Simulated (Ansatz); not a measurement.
Ansatz (an electronic-structure program) input (B3LYP/6-31G*):

Ansatz 0.2 input:
```yaml
crystal:
  periodic: [false, false, false]
  atoms:
    - {symbol: C, position_ang: [0.59987135, 2.34858018, 0.64577899]}
    - {symbol: C, position_ang: [0.29755241, 1.16495929, 0.32032385]}
    - {symbol: B, position_ang: [-0.05562841, -0.21779299, -0.05988560]}
    - {symbol: C, position_ang: [1.05395283, -1.35294963, -0.35467175]}
    - {symbol: C, position_ang: [-1.58289280, -0.71792424, -0.21474754]}
    - {symbol: H, position_ang: [0.93115315, -2.21691327, 0.32127724]}
    - {symbol: H, position_ang: [2.08246710, -0.98863315, -0.24836192]}
    - {symbol: H, position_ang: [0.94552527, -1.76459151, -1.37309495]}
    - {symbol: H, position_ang: [-2.31755730, 0.06822217, -0.00471953]}
    - {symbol: H, position_ang: [-1.77777162, -1.09771638, -1.23268669]}
    - {symbol: H, position_ang: [-1.79657738, -1.56739644, 0.45691255]}
basis:
  gaussian:
    orbitals: 6-31G*
hamiltonian:
  xc: {name: B3LYP}
total_charge: -1
phonons: {temperatures: {t_min: 298.15, t_max: 298.15, t_step: 100}}
```

Output:

```
Functional definition: B3LYP
integrals: 0.04 GiB planned
1026 factors; integrals over basis functions are off by at most 3.9e-4 eV
mean field: 0.30 GiB planned
mean field evaluation 1: about -4914.4038 eV, gradient 4.7e1 eV
mean field evaluation 2: about -4906.6067 eV, gradient 6.7e1 eV
mean field evaluation 4: about -4920.3958 eV, gradient 5.8e0 eV
mean field evaluation 8: about -4920.4886 eV, gradient 4.5e-1 eV
mean field evaluation 16: about -4920.4891 eV, gradient 1.9e-5 eV
mean field -4920.48912402 eV, -180.8246400804 hartree, gradient 1.9e-5 eV, S^2 0.000000; 0 other end points of the search recorded, 0 dependent functions left out
the calculation of the forces begins
reference -4920.48936005 eV, -180.8246487542 hartree; 18, 18 occupied and 69, 69 virtual orbitals, 1026 factors
these checks for a lower state are left out or cut short: stability, starts, cluster_reference, orbital_swaps, neighbouring_geometries, increment
integrals: 0.04 GiB planned
1026 factors; integrals over basis functions are off by at most 3.9e-4 eV
mean field: 0.30 GiB planned
mean field -4920.48912204 eV, -180.8246400076 hartree, gradient 1.8e-6 eV, S^2 0.000000; 0 other end points of the search recorded, 0 dependent functions left out
the calculation of the forces begins
reference -4920.48935807 eV, -180.8246486815 hartree; 18, 18 occupied and 69, 69 virtual orbitals, 1026 factors
these checks for a lower state are left out or cut short: stability, starts, cluster_reference, orbital_swaps, neighbouring_geometries, increment
integrals: 0.04 GiB planned
1026 factors; integrals over basis functions are off by at most 3.9e-4 eV
mean field: 0.30 GiB planned
mean field -4920.48912204 eV, -180.8246400076 hartree, gradient 1.8e-6 eV, S^2 0.000000; 0 other end points of the search recorded, 0 dependent functions left out
the calculation of the forces begins
reference -4920.48935807 eV, -180.8246486815 hartree; 18, 18 occupied and 69, 69 virtual orbitals, 1026 factors
these checks for a lower state are left out or cut short: stability, starts, cluster_reference, orbital_swaps, neighbouring_geometries, increment
integrals: 0.04 GiB planned
1026 factors; integrals over basis functions are off by at most 3.9e-4 eV
mean field: 0.30 GiB planned
mean field evaluation 32: about -4920.4889 eV, gradient 1.3e-1 eV
mean field -4920.48899808 eV, -180.8246354523 hartree, gradient 2.6e-6 eV, S^2 0.000000; 0 other end points of the search recorded, 0 dependent functions left out
the calculation of the forces begins
reference -4920.48923418 eV, -180.8246441287 hartree; 18, 18 occupied and 69, 69 virtual orbitals, 1026 factors
these checks for a lower state are left out or cut short: stability, starts, cluster_reference, orbital_swaps, neighbouring_geometries, increment
integrals: 0.04 GiB planned
1026 factors; integrals over basis functions are off by at most 3.9e-4 eV
mean field: 0.30 GiB planned
mean field -4920.48899764 eV, -180.8246354359 hartree, gradient 9.2e-7 eV, S^2 0.000000; 0 other end points of the search recorded, 0 dependent functions left out
the calculation of the forces begins
reference -4920.48923359 eV, -180.8246441072 hartree; 18, 18 occupied and 69, 69 virtual orbitals, 1026 factors
these checks for a lower state are left out or cut short: stability, starts, cluster_reference, orbital_swaps, neighbouring_geometries, increment
integrals: 0.04 GiB planned
1026 factors; integrals over basis functions are off by at most 3.9e-4 eV
mean field: 0.30 GiB planned
mean field -4920.48911340 eV, -180.8246396903 hartree, gradient 1.1e-6 eV, S^2 0.000000; 0 other end points of the search recorded, 0 dependent functions left out
the calculation of the forces begins
reference -4920.48934943 eV, -180.8246483641 hartree; 18, 18 occupied and 69, 69 virtual orbitals, 1026 factors
these checks for a lower state are left out or cut short: stability, starts, cluster_reference, orbital_swaps, neighbouring_geometries, increment
integrals: 0.04 GiB planned
1026 factors; integrals over basis functions are off by at most 3.9e-4 eV
mean field: 0.30 GiB planned
mean field -4920.48911340 eV, -180.8246396903 hartree, gradient 1.1e-6 eV, S^2 0.000000; 0 other end points of the search recorded, 0 dependent functions left out
the calculation of the forces begins
reference -4920.48934943 eV, -180.8246483641 hartree; 18, 18 occupied and 69, 69 virtual orbitals, 1026 factors
these checks for a lower state are left out or cut short: stability, starts, cluster_reference, orbital_swaps, neighbouring_geometries, increment
integrals: 0.04 GiB planned
1026 factors; integrals over basis functions are off by at most 3.9e-4 eV
mean field: 0.30 GiB planned
mean field -4920.48893594 eV, -180.8246331687 hartree, gradient 1.2e-6 eV, S^2 0.000000; 0 other end points of the search recorded, 0 dependent functions left out
[...]
these checks for a lower state are left out or cut short: stability, starts, cluster_reference, orbital_swaps, neighbouring_geometries, increment
integrals: 0.04 GiB planned
1026 factors; integrals over basis functions are off by at most 4.0e-4 eV
mean field: 0.30 GiB planned
mean field -4920.48903420 eV, -180.8246367796 hartree, gradient 1.2e-6 eV, S^2 0.000000; 0 other end points of the search recorded, 0 dependent functions left out
the calculation of the forces begins
reference -4920.48927029 eV, -180.8246454556 hartree; 18, 18 occupied and 69, 69 virtual orbitals, 1026 factors
these checks for a lower state are left out or cut short: stability, starts, cluster_reference, orbital_swaps, neighbouring_geometries, increment
integrals: 0.04 GiB planned
1026 factors; integrals over basis functions are off by at most 3.9e-4 eV
mean field: 0.30 GiB planned
mean field -4920.48903271 eV, -180.8246367247 hartree, gradient 2.4e-6 eV, S^2 0.000000; 0 other end points of the search recorded, 0 dependent functions left out
the calculation of the forces begins
reference -4920.48926867 eV, -180.8246453963 hartree; 18, 18 occupied and 69, 69 virtual orbitals, 1026 factors
these checks for a lower state are left out or cut short: stability, starts, cluster_reference, orbital_swaps, neighbouring_geometries, increment
integrals: 0.04 GiB planned
1026 factors; integrals over basis functions are off by at most 3.9e-4 eV
mean field: 0.30 GiB planned
mean field -4920.48909984 eV, -180.8246391919 hartree, gradient 1.0e-6 eV, S^2 0.000000; 0 other end points of the search recorded, 0 dependent functions left out
the calculation of the forces begins
reference -4920.48933587 eV, -180.8246478658 hartree; 18, 18 occupied and 69, 69 virtual orbitals, 1026 factors
these checks for a lower state are left out or cut short: stability, starts, cluster_reference, orbital_swaps, neighbouring_geometries, increment
integrals: 0.04 GiB planned
1026 factors; integrals over basis functions are off by at most 3.9e-4 eV
mean field: 0.30 GiB planned
mean field -4920.48910034 eV, -180.8246392101 hartree, gradient 1.6e-6 eV, S^2 0.000000; 0 other end points of the search recorded, 0 dependent functions left out
the calculation of the forces begins
reference -4920.48933636 eV, -180.8246478838 hartree; 18, 18 occupied and 69, 69 virtual orbitals, 1026 factors
these checks for a lower state are left out or cut short: stability, starts, cluster_reference, orbital_swaps, neighbouring_geometries, increment
integrals: 0.04 GiB planned
1026 factors; integrals over basis functions are off by at most 3.9e-4 eV
mean field: 0.30 GiB planned
mean field evaluation 192: about -4920.4891 eV, gradient 6.8e-7 eV
mean field -4920.48910846 eV, -180.8246395085 hartree, gradient 6.8e-7 eV, S^2 0.000000; 0 other end points of the search recorded, 0 dependent functions left out
the calculation of the forces begins
reference -4920.48934449 eV, -180.8246481824 hartree; 18, 18 occupied and 69, 69 virtual orbitals, 1026 factors
these checks for a lower state are left out or cut short: stability, starts, cluster_reference, orbital_swaps, neighbouring_geometries, increment
integrals: 0.04 GiB planned
1026 factors; integrals over basis functions are off by at most 3.9e-4 eV
mean field: 0.30 GiB planned
mean field -4920.48910866 eV, -180.8246395158 hartree, gradient 1.8e-6 eV, S^2 0.000000; 0 other end points of the search recorded, 0 dependent functions left out
the calculation of the forces begins
reference -4920.48934468 eV, -180.8246481895 hartree; 18, 18 occupied and 69, 69 virtual orbitals, 1026 factors
these checks for a lower state are left out or cut short: stability, starts, cluster_reference, orbital_swaps, neighbouring_geometries, increment
integrals: 0.04 GiB planned
1026 factors; integrals over basis functions are off by at most 3.9e-4 eV
mean field: 0.30 GiB planned
mean field -4920.48911009 eV, -180.8246395684 hartree, gradient 1.2e-6 eV, S^2 0.000000; 0 other end points of the search recorded, 0 dependent functions left out
the calculation of the forces begins
reference -4920.48934611 eV, -180.8246482421 hartree; 18, 18 occupied and 69, 69 virtual orbitals, 1026 factors
these checks for a lower state are left out or cut short: stability, starts, cluster_reference, orbital_swaps, neighbouring_geometries, increment
integrals: 0.04 GiB planned
1026 factors; integrals over basis functions are off by at most 3.9e-4 eV
mean field: 0.30 GiB planned
mean field -4920.48910970 eV, -180.8246395543 hartree, gradient 7.6e-7 eV, S^2 0.000000; 0 other end points of the search recorded, 0 dependent functions left out
the calculation of the forces begins
reference -4920.48934573 eV, -180.8246482283 hartree; 18, 18 occupied and 69, 69 virtual orbitals, 1026 factors
these checks for a lower state are left out or cut short: stability, starts, cluster_reference, orbital_swaps, neighbouring_geometries, increment
integrals: 0.04 GiB planned
1026 factors; integrals over basis functions are off by at most 3.9e-4 eV
mean field: 0.30 GiB planned
mean field -4920.48910032 eV, -180.8246392093 hartree, gradient 1.2e-6 eV, S^2 0.000000; 0 other end points of the search recorded, 0 dependent functions left out
the calculation of the forces begins
reference -4920.48933631 eV, -180.8246478820 hartree; 18, 18 occupied and 69, 69 virtual orbitals, 1026 factors
these checks for a lower state are left out or cut short: stability, starts, cluster_reference, orbital_swaps, neighbouring_geometries, increment
integrals: 0.04 GiB planned
1026 factors; integrals over basis functions are off by at most 3.9e-4 eV
mean field: 0.30 GiB planned
mean field -4920.48910020 eV, -180.8246392051 hartree, gradient 1.1e-6 eV, S^2 0.000000; 0 other end points of the search recorded, 0 dependent functions left out
the calculation of the forces begins
reference -4920.48933626 eV, -180.8246478801 hartree; 18, 18 occupied and 69, 69 virtual orbitals, 1026 factors
these checks for a lower state are left out or cut short: stability, starts, cluster_reference, orbital_swaps, neighbouring_geometries, increment
integrals: 0.04 GiB planned
1026 factors; integrals over basis functions are off by at most 3.9e-4 eV
mean field: 0.30 GiB planned
mean field evaluation 224: about -4920.4890 eV, gradient 8.0e-2 eV
mean field -4920.48903870 eV, -180.8246369449 hartree, gradient 2.2e-6 eV, S^2 0.000000; 0 other end points of the search recorded, 0 dependent functions left out
the calculation of the forces begins
reference -4920.48927468 eV, -180.8246456172 hartree; 18, 18 occupied and 69, 69 virtual orbitals, 1026 factors
these checks for a lower state are left out or cut short: stability, starts, cluster_reference, orbital_swaps, neighbouring_geometries, increment
integrals: 0.04 GiB planned
1026 factors; integrals over basis functions are off by at most 3.9e-4 eV
mean field: 0.30 GiB planned
mean field -4920.48903942 eV, -180.8246369714 hartree, gradient 2.3e-6 eV, S^2 0.000000; 0 other end points of the search recorded, 0 dependent functions left out
the calculation of the forces begins
reference -4920.48927549 eV, -180.8246456467 hartree; 18, 18 occupied and 69, 69 virtual orbitals, 1026 factors
Total energy: -4920.48936005 eV, -180.8246487542 hartree
Atom 0 at     0.599871     2.348580     0.645779 Å, force    -0.000006    -0.000022    -0.000006 eV/Å
Atom 1 at     0.297552     1.164959     0.320324 Å, force     0.000015     0.000059     0.000016 eV/Å
Atom 2 at    -0.055628    -0.217793    -0.059886 Å, force    -0.000046    -0.000178    -0.000049 eV/Å
Atom 3 at     1.053953    -1.352950    -0.354672 Å, force     0.000037     0.000233    -0.000043 eV/Å
Atom 4 at    -1.582893    -0.717924    -0.214748 Å, force     0.000067     0.000171     0.000154 eV/Å
Atom 5 at     0.931153    -2.216913     0.321277 Å, force    -0.000015    -0.000127     0.000056 eV/Å
Atom 6 at     2.082467    -0.988633    -0.248362 Å, force     0.000141    -0.000092    -0.000034 eV/Å
Atom 7 at     0.945525    -1.764592    -1.373095 Å, force     0.000071     0.000013    -0.000001 eV/Å
Atom 8 at    -2.317557     0.068222    -0.004720 Å, force    -0.000170    -0.000023     0.000002 eV/Å
Atom 9 at    -1.777772    -1.097716    -1.232687 Å, force    -0.000037    -0.000076    -0.000112 eV/Å
Atom 10 at    -1.796577    -1.567396     0.456913 Å, force    -0.000057     0.000041     0.000016 eV/Å
Dipole moment:    -0.370617    -1.451016    -0.398980 e Å
Vibrations: 33.23 95.58 159.06 207.87 289.29 430.78 480.29 629.28 749.50 777.41 888.16 952.32 1071.62 1215.05 1333.55 1338.82 1493.43 1505.61 1509.25 1521.38 2029.40 2971.49 2977.88 3008.99 3017.17 3091.21 3093.08 cm⁻¹, zero-point energy 2.285692 eV
```

The blocks after the first are displaced geometries, from whose forces the wavenumbers follow.

The dipole moment of an ion depends on the origin.
